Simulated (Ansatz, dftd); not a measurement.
System: SiCl$_{2}$F$_{2}$, charge 0, singlet. SiCl2F2 (SMILES F[Si](F)(Cl)Cl).
B3LYP-D3(BJ)/def2-TZVP minimum from Ansatz (a quantum-chemistry and plane-wave program):
```
Si
F 1 1.5763
F 1 1.5763 2 107.66
Cl 1 2.0177 2 109.30 3 -118.62
Cl 1 2.0177 2 109.30 3 118.62
```
Charge 0, spin multiplicity 1.

Quantity: atomisation energy (electronic, to ground-state atoms), in kJ/mol. Radicals and triplets start from unrestricted determinants; spin-orbit coupling is neglected. Cores are frozen in correlated methods. Rows without X2C or -DK are non-relativistic. CBS(X,Y): correlation extrapolated as X^-3, Hartree-Fock from the larger set (Q,5: extrapolated as (X+1)exp(-9√X)). A bracket is a step between two methods taken in the basis named. Functionals run without relativity, which enters their misses. 'core' is core correlation in cc-pwCVTZ (1s frozen past Ne), 'X2C' scalar relativity in cc-pVTZ-DK, both at CCSD(T).

| level | program | atomisation energy (kJ/mol) | difference against the last row |
|---|---|---|---|
| r2SCAN-D4/def2-TZVPD | Ansatz + dftd4 | 2006.7 | -11.0 |
| PBE0/def2-TZVPD | Ansatz | 1955.3 | -62.4 |
| CCSD/cc-pV(5+d)Z | Ansatz | 1958.2 | -59.5 |
| CCSD(T)/CBS(cc-pV(T+d)Z,cc-pV(Q+d)Z) | Ansatz | 2017.9 | 0.2 |
| CCSDT(Q)/cc-pV(D+d)Z | Ansatz | 1746.4 | -271.3 |
| CCSD(T)/CBS(cc-pV(Q+d)Z,cc-pV(5+d)Z) + [CCSDT(Q) - CCSD(T)]/cc-pV(D+d)Z + core + X2C | Ansatz | 2017.7 | 0.0 |
